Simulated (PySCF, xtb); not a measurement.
Cl2H4SSi2, SMILES Cl[SiH2]S[SiH2]Cl. Other conformers were not sampled.

Harmonic wavenumbers (cm⁻¹) from GFN2-xTB (xtb) at its own minimum, in rising order: 27, 35, 85, 125, 174, 445, 465, 476, 487, 525, 547, 573, 593, 686, 704, 750, 771, 2299, 2318, 2334, 2375.

Q: What does PBE-D3(BJ)/def2-SVP in PySCF 2.14.0 give at its own minimum? (Estimate from the structure and the level; the computed values follow.)

A: 30, 51, 104, 172, 188, 457, 479, 520, 547, 547, 584, 688, 710, 801, 854, 895, 897, 2187, 2189, 2211, 2212. Paired by order, the mean absolute difference is 75 cm⁻¹ and the zero-point energies are 24.0 and 24.8 kcal/mol.
